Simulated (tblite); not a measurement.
Compound: C4H13GaO2Si.
Z-matrix (Å and degrees, GFN2-xTB geometry), rows numbered from 1:
```
Si
O   1  1.6276
C   2  1.3888  1  129.75
C   3  1.5408  2  110.31  1   165.67
C   4  1.5242  3  102.96  2   103.55
O   5  1.4224  4  103.89  3    35.01
Ga  6  2.0751  5  120.60  4    87.77
C   6  1.4174  5  106.34  4   -42.52
H   1  1.4634  2  110.53  3   -57.57
H   1  1.4519  2   98.09  3  -177.61
H   1  1.4657  2  111.16  3    62.83
H   3  1.0963  2  109.90  1    42.77
H   4  1.0875  3  110.59  2   -17.38
H   4  1.0907  3  110.17  2  -139.27
H   5  1.0974  4  111.40  3   -82.24
H   5  1.0914  4  114.01  3   152.17
H   7  1.5486  6   97.32  5   166.40
H   7  1.5490  6   98.31  5    45.32
H   7  1.5582  6  101.45  5   -74.85
H   8  1.0930  3  113.64  2   113.74
H   8  1.0976  3  108.66  2    -9.08
```

Method: GFN2-xTB as coded in tblite; computed harmonic values from a numerical Hessian at the method's own geometry, unscaled. Errors from tens to a few hundred cm⁻¹ against measured bands are possible. Modes of hydrogen on gallium and silicon can be 10 to 20 % off. One conformer, not necessarily the lowest.

Harmonic wavenumbers (cm⁻¹): 25.9, 52.0, 61.8, 85.7, 113.1, 149.9, 170.7, 197.5, 297.7, 350.8, 410.5, 429.3, 442.2, 602.3, 610.0, 636.8, 641.2, 668.0, 708.8, 724.6, 739.2, 767.7, 799.2, 835.9, 876.2, 927.1, 945.5, 977.5, 1015.2, 1056.9, 1080.6, 1090.0, 1130.9, 1166.3, 1197.3, 1216.4, 1252.5, 1275.1, 1288.3, 1304.6, 1329.2, 1437.1, 1446.2, 1456.0, 1635.9, 1723.1, 1753.4, 2227.8, 2264.6, 2363.2, 2902.5, 2915.3, 2918.5, 2954.6, 2979.5, 2992.8, 3037.5.

A = 3013, B = 468.8, C = 436.1 MHz; mass 189.994 u (most abundant isotopes); point group C1, symmetry number 1.

Problem. What is the zero-point energy?

Solution. Half the sum of the wavenumbers: 33329 cm⁻¹ = 398.70 kJ/mol.

Problem. Give the ideal-gas entropy at 200 K and 1 bar in the rigid-rotor, harmonic-oscillator model (classical rotation).

Solution. Translation 165.99, rotation 123.20, vibration 113.24: S = 402.4 J/(mol K).

Problem. And Cp and H(200 K) − H(0)?

Solution. Cp = 138.08 J/(mol K), of which vibrations give 104.82 (their classical limit is 57 R = 473.9); H(200 K) − H(0) = 17.99 kJ/mol without the zero-point energy, 11.34 from vibrations.

Problem. What must be added to the electronic energy to get the Gibbs energy at 200 K and 1 bar?

Solution. ZPE + [H(200 K) − H(0)] − T·S = 398.70 + 17.99 − 80.49 = 336.20 kJ/mol.

Problem. Which modes carry the vibrational entropy at 200 K?

Solution. 25.9 cm⁻¹: 22.30; 52.0 cm⁻¹: 16.54; 61.8 cm⁻¹: 15.12; 85.7 cm⁻¹: 12.47; 113.1 cm⁻¹: 10.25; 149.9 cm⁻¹: 8.08 J/(mol K); the other 51 give 28.49 together.

Problem. Blend soft modes into free rotors: weight 1/[1 + (100 cm⁻¹/ν̃)⁴] for the oscillator and the rest for a rotor with moment μB/(μ + B), μ = h/(8π²ν), B = 10⁻⁴⁴ kg m². What vibrational entropy results?

Solution. 100.27 J/(mol K) in place of 113.24, which changes −T·S at 200 K by +2.60 kJ/mol.

Hindered rotation and anharmonicity are outside this model. Other conformers, if any are populated, would add a mixing term that is left out. The structure is chiral; the term R ln 2 for an equal mix with its mirror image is left out.

The run took 0.75 s wall on one thread of an Arm Neoverse V2, shared host with 96 logical CPUs at a one-minute load of 25. This covers the Hessian and the dipole derivatives.
